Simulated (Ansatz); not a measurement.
[MoS4]2- (MoS4²⁻), relaxed as a singlet with RKS B3LYP-D4/def2-SVPD in Ansatz, starting from the GFN2-xTB (ALPB water) geometry. Force threshold 0.02 eV/Å.

In the def2 sets Mo takes a core potential; there is no spin–orbit coupling. A multiply charged anion in the gas phase is held together partly by the finite basis. Removing one electron lowers the energy by 0.39 eV at PBE0-D4/def2-TZVPD, so it isn't bound. The highest occupied level of the charge -2 singlet lies above zero (up to 2.00 eV). By energy differences it is unbound by 0.39 eV (vertical, to the charge -1 doublet, at PBE0-D4/def2-TZVPD) and held by the finite basis. The relaxation made no stability test and no search for a lower SCF solution.

Start:

```xyz
5

Mo    0.002   -0.002    0.000
S    -1.559    1.513    0.260
S     1.340    0.609   -1.625
S    -0.928   -1.925   -0.496
S     1.144   -0.195    1.860
```

| step | energy (eV) | largest force component (eV/Å) | SCF passes |
| --- | --- | --- | --- |
| 1 | -45193.3763 | 0.554 | 19 |
| 2 | -45193.3986 | 0.174 | 22 |
| 3 | -45193.4016 | 0.004 | 22 |

Force components are those of the run's own axes.

End:

| atom | x (Å) | y (Å) | z (Å) |
| --- | --- | --- | --- |
| Mo1 | 0.000 | 0.000 | 0.000 |
| S2 | -1.578 | 1.531 | 0.264 |
| S3 | 1.355 | 0.613 | -1.641 |
| S4 | -0.934 | -1.945 | -0.501 |
| S5 | 1.157 | -0.199 | 1.878 |

By distances, no bond broke or formed. The bond that changes most is Mo1–S3, from 2.19 to 2.21 Å (atoms count from 1).

No frequencies were taken in this run, so the end may be a saddle point.

Hardware: 4 threads of Arm Neoverse V2 on a shared host. Wall time 7.5 s.
